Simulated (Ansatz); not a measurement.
One geometry of Os₂O₂, several levels of theory.

```yaml
crystal:
  periodic: [false, false, false]
  atoms:
    - {symbol: Os, position_ang: [-1.539609, 0.905972, -0.216087]}
    - {symbol: Os, position_ang: [0.354564, -0.436242, 0.436104]}
    - {symbol: O, position_ang: [0.207743, 1.408872, -0.138997]}
    - {symbol: O, position_ang: [0.977312, -1.878592, -0.081020]}
basis:
  gaussian: {orbitals: def2-TZVP, initial_orbitals: start.molden}
magnetization: {spin_polarized: true, initial_magnetization: 2}
hamiltonian: {xc: pbe, dispersion: d4}
scf: {omitted_lower_state_checks: [starts]}
output: {orbitals: {seedname: orbitals}}
```

The file start.molden holds the orbitals of an earlier run on this structure, at another level or in another basis.

```sh
$ ansatz run in.yaml --threads 4 --pin off --events-out ev --progress --plain --max-ram 3916MiB
```

Output, abridged:

```
Functional definition: PBE
1006 factors; their error is unknown
mean field evaluation 1: about -9028.2760 eV, gradient 6.8e0 eV
mean field evaluation 2: about -9028.5806 eV, gradient 7.1e-1 eV
mean field evaluation 4: about -9028.6116 eV, gradient 2.1e-1 eV
mean field evaluation 8: about -9028.6149 eV, gradient 2.3e-5 eV
mean field evaluation 16: about -9028.6149 eV, gradient 6.5e-6 eV
mean field -9028.61488590 eV, -331.7954772420 hartree, gradient 6.5e-6 eV, S^2 2.768037; 0 other end points of the search recorded, 0 dependent functions left out
reference -9028.61492586 eV, -331.7954787104 hartree; 25, 23 occupied and 117, 119 virtual orbitals, 1006 factors
Total energy: -9028.74171632 eV, -331.8001381737 hartree
Checks for a lower state left out: starts
```

It took 3.3 s on 4 threads of Arm Neoverse V1 on a shared host.

The first input with `gaussian: {orbitals: def2-TZVP}`, `hamiltonian: {xc: pbe0, dispersion: d4}` (abridged; 12 s):

```
Functional definition: PBE0
mean field evaluation 16: about -9023.9591 eV, gradient 3.5e-4 eV
mean field -9023.95912826 eV, -331.6243813045 hartree, gradient 1.0e-5 eV, S^2 2.936596
Total energy: -9024.06687985 eV, -331.6283411023 hartree
Checks for a lower state left out: starts
```

First input, but with `hamiltonian: {xc: r2scan, dispersion: d4}` (abridged; 18 s):

```
Functional definition: r2SCAN
mean field evaluation 16: about -9030.1318 eV, gradient 1.3e-5 eV
mean field -9030.13179695 eV, -331.8512226949 hartree, gradient 6.1e-6 eV, S^2 2.945389
Total energy: -9030.15675246 eV, -331.8521397929 hartree
Checks for a lower state left out: starts
```

Geometry: PBE0-D4/def2-TZVP, that of the charge +1 doublet.

In the def2 sets Os takes a core potential; there is no spin–orbit coupling. At PBE-D4/def2-TZVP, PBE0-D4/def2-TZVP, r2SCAN-D4/def2-TZVP the charge 0 triplet is spin-contaminated (final ⟨S²⟩ up to 2.95, 2.00 for a pure state). The structure comes from a short search, and lower isomers may exist.
